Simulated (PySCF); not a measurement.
Species: Zr(NMe2)F3, C2H6F3NZr (singlet state).
SMILES: `C[N](C)[Zr]([F])([F])[F]`

Theory: PySCF, PBE0-D3(BJ)/def2-SVP geometry optimisation, gas phase, def2 core potentials past Kr.

Take the most abundant isotopes and a rigid rotor. 

Problem. Give the principal moments of inertia and the rotational constants in MHz.

Solution. Ia = 244.53, Ib = 377.05, Ic = 433.40 u·Å²; 505379 MHz·u·Å²/I gives A = 2067, B = 1340, C = 1166 MHz.

Problem. What kind of rotor is it?

Solution. An asymmetric top. Ray's parameter κ = (2B − A − C)/(A − C) = -0.613; −1 is the prolate and +1 the oblate limit.

Problem. Is it planar, by Δ = Ic − Ia − Ib?

Solution. Not planar: Δ = Ic − Ia − Ib = -188.18 u·Å². For a rigid frame Δ = −2 Σ m c², so Σ m c² = 94.09 u·Å² lies off the ab plane: 3.22 from hydrogen and 90.87 from heavier atoms. The atom farthest from that plane is 1.80 Å away.

Problem. Give the other two planar moments, Paa and Pbb, and the rms extents of the mass along the axes.

Solution. Paa = Σ m a² = (Ib + Ic − Ia)/2 = 282.96 and Pbb = Σ m b² = (Ia + Ic − Ib)/2 = 150.44 u·Å². With the mass M = 190.95 u, the rms extents √(P/M) along a, b and c are 1.22, 0.89, 0.70 Å.

Problem. Give the coordinates in the principal-axis frame, origin at the centre of mass.

Solution. The sense of each axis is arbitrary; atoms in the order of the calculation.
| atom | mass (u) | a (Å) | b (Å) | c (Å) |
| --- | --- | --- | --- | --- |
| Zr1 | 89.905 | -0.423 | 0.011 | -0.018 |
| N2 | 14.003 | 1.582 | 0.008 | -0.033 |
| C3 | 12.000 | 2.311 | -1.238 | 0.017 |
| C4 | 12.000 | 2.410 | 1.189 | 0.003 |
| H5 | 1.008 | 3.002 | -1.342 | -0.841 |
| H6 | 1.008 | 1.622 | -2.100 | -0.019 |
| H7 | 1.008 | 2.907 | -1.329 | 0.944 |
| H8 | 1.008 | 1.793 | 2.102 | -0.033 |
| H9 | 1.008 | 3.020 | 1.234 | 0.925 |
| H10 | 1.008 | 3.104 | 1.227 | -0.858 |
| F11 | 18.998 | -0.999 | -1.486 | -1.062 |
| F12 | 18.998 | -0.998 | 1.722 | -0.644 |
| F13 | 18.998 | -0.969 | -0.252 | 1.799 |

Problem. Where do the levels up to J = 4 lie, in MHz?

Solution. Above 0(0,0):
J = 1: 1(0,1) 2506, 1(1,1) 3233, 1(1,0) 3407
J = 2: 2(0,2) 7491, 2(1,2) 8071, 2(1,1) 8594, 2(2,1) 10773, 2(2,0) 10801
J = 3: 3(0,3) 14904, 3(1,3) 15313, 3(1,2) 16356, 3(2,2) 18293, 3(2,1) 18427, 3(3,1) 22376, 3(3,0) 22379
J = 4: 4(0,4) 24686, 4(1,4) 24942, 4(1,3) 26665, 4(2,3) 28297, 4(2,2) 28674, 4(3,2) 32450, 4(3,1) 32469, 4(4,1) 38102, 4(4,0) 38102
The levels of one J sum to (2J + 1)J(J + 1)(A + B + C)/3.

Problem. Which lines would a microwave search look for?

Solution. The dipole components are |μa| = 2.78 D, |μb| = 0.09 D, |μc| = 0.30 D. Intensities carry the squares of the components, which stand as 1.00 : 0.00 : 0.01 (a : b : c). Some lines, for components of 0.1 D or more:

| type | branch | J(Ka,Kc) | MHz | lower level (cm⁻¹) |
| --- | --- | --- | --- | --- |
| c | Q | 3(1,3) ← 3(0,3) | 409 | 0.497 |
| a | Q | 2(1,1) ← 2(1,2) | 523 | 0.269 |
| c | Q | 2(1,2) ← 2(0,2) | 580 | 0.250 |
| c | Q | 1(1,1) ← 1(0,1) | 726 | 0.084 |
| a | Q | 3(1,2) ← 3(1,3) | 1043 | 0.511 |
| c | Q | 2(2,1) ← 2(1,1) | 2179 | 0.287 |
| a | R | 1(0,1) ← 0(0,0) | 2506 | 0.000 |
| c | R | 1(1,0) ← 0(0,0) | 3407 | 0.000 |
| c | Q | 3(3,1) ← 3(2,1) | 3949 | 0.615 |
| c | R | 2(1,1) ← 1(0,1) | 6088 | 0.084 |
| a | R | 3(1,3) ← 2(1,2) | 7242 | 0.269 |
| c | R | 2(2,0) ← 1(1,0) | 7394 | 0.114 |
| a | R | 3(0,3) ← 2(0,2) | 7413 | 0.250 |
| a | R | 3(2,2) ← 2(2,1) | 7519 | 0.359 |
| c | R | 2(2,1) ← 1(1,1) | 7541 | 0.108 |
| a | R | 3(2,1) ← 2(2,0) | 7626 | 0.360 |
| a | R | 3(1,2) ← 2(1,1) | 7762 | 0.287 |
| c | R | 3(2,1) ← 2(1,1) | 9833 | 0.287 |
| c | R | 3(2,2) ← 2(1,2) | 10221 | 0.269 |
| c | R | 3(3,0) ← 2(2,0) | 11578 | 0.360 |

PBE0-D3(BJ)/def2-SVP frequencies: not computed here. Constants of a rigid frame at the computed geometry: no zero-point averaging, no centrifugal distortion. A rigid rotor knows nothing of internal rotation, which can split or shift real lines. Quadrupole hyperfine structure (14N) is left out.
